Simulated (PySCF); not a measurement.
MgO, SMILES [O]=[Mg]. Atoms are numbered in the order given.

```xyz
2

Mg     0.0000     0.0000    -0.6952
O      0.0000     0.0000     1.0428
```

The structure is a stationary point at r2SCAN-D4/def2-TZVPD.

The numbers are results of PySCF with KT2/pcSseg-2, not measurements.

GIAO shieldings, no solvent; atoms alike by connectivity are averaged. δ = σ(ref) − σ: ¹⁷O against H2O (σ = 324.0 ppm), references at their B3LYP-D3(BJ)/def2-TZVP geometries, non-relativistic.

Computed chemical shifts:
```csv
nucleus,atoms,count,δ (ppm)
¹⁷O,O2,1,1636.1
```
